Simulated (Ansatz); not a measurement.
Reaction (cleavage of the Si–B bond): `B[SiH2]N[SiH3]` + H–F → `F[SiH2]N[SiH3]` + BH₃

Gas-phase electronic energies from Ansatz, PBE0-D4/def2-TZVP geometries. CCSD(T)/CBS is the MP2 limit (def2-TZVPP, def2-QZVPP) plus CCSD(T) − MP2 in def2-TZVPP, frozen cores. This one scheme is used for every species. Each species was taken in one conformer, which may not be the lowest.

```csv
level,ΔE (kcal/mol)
HF/CBS(def2),-49.1
MP2/CBS(def2),-43.2
```

Task: What does CCSD(T)/CBS give? (Estimate.)

Result: Ansatz gave: -41.5 kcal/mol. The listed levels differ from it by -7.6, -1.7 kcal/mol.

Largest T1 diagnostic among the species: 0.011.

From BLYP to BHLYP (50 % exact exchange), in def2-TZVPP and without D4, ΔE moves by −3.0 kcal/mol. Leaving LDA and LC-ωPBE aside and taking each functional with its dispersion term where it has one, the values, not all of them listed here, spread over 8.4 kcal/mol, from BHLYP-D4 to revPBE-D4. LDA lies +0.8 kcal/mol from PBE without D4.
